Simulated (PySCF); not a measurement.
# `O=S(=O)(O)[C@H]1CCO1`, C$_{3}$H$_{6}$O$_{4}$S

Geometry:
```tsv
atom	x (Å)	y (Å)	z (Å)
O1	1.779	-1.827	0.705
S2	1.402	-0.498	0.357
O3	1.151	0.452	1.399
O4	2.533	0.099	-0.608
C5	-0.036	-0.498	-0.779
C6	-1.321	-0.524	0.027
C7	-1.325	0.986	-0.242
O8	-0.215	0.845	-1.149
H9	2.452	1.055	-0.646
H10	0.161	-1.192	-1.593
H11	-1.191	-0.822	1.064
H12	-2.141	-1.070	-0.432
H13	-1.050	1.597	0.619
H14	-2.200	1.396	-0.749
```

Computed with GIAO B97-2/pcSseg-1 magnetisability, rotational g tensor and spin-rotation constants, non-relativistic, gas phase (PySCF 2.14.0). Geometry: GFN2-xTB.

**Question.** Give the nuclear spin-rotation constants along the inertial axes (H = +C I·J) beside the isotropic shieldings.

**Answer.** Rotational constants 3.3750, 1.5322, 1.4104 GHz. A star marks the isotopologue with that one atom substituted, in its own axes.
```
atom  isotope  Caa (kHz)  Cbb (kHz)  Ccc (kHz)  mean (kHz)  σ (ppm)
  H9       1H     -0.349     -0.016     -0.101      -0.155     26.5
 H10       1H     -0.362     -0.184      0.117      -0.143     26.6
 H11       1H     -0.260     -0.046     -0.102      -0.136     28.9
 H12       1H     -0.167     -0.118     -0.070      -0.118     28.7
 H13       1H     -0.319     -0.161      0.100      -0.126     26.4
 H14       1H      0.228     -0.154     -0.155      -0.027     27.1
  O1     17O*     -0.713     -0.361     -0.278      -0.451    134.2
  S2     33S*      1.441      0.639      0.524       0.868    179.5
  O3     17O*     -0.745     -0.318     -0.310      -0.458    133.0
  O4     17O*     -0.795     -0.225     -0.280      -0.433    158.6
  C5     13C*      0.910      0.375      0.392       0.559     87.0
  C6     13C*      0.502      0.258      0.204       0.321    160.0
  C7     13C*      0.824      0.284      0.348       0.485    111.9
  O8     17O*     -0.338     -0.133     -0.152      -0.208    276.2
```
For the geometry as given, no vibrational averaging.

**Question.** How do the rotational constants and the g tensor change when H9, H10, H11, H12, H13, H14 are replaced by deuterium?

**Answer.** Constants 3.0275, 1.4030, 1.2908 GHz; g -0.0427, -0.0160, -0.0191, against -0.0472, -0.0171, -0.0208 before.
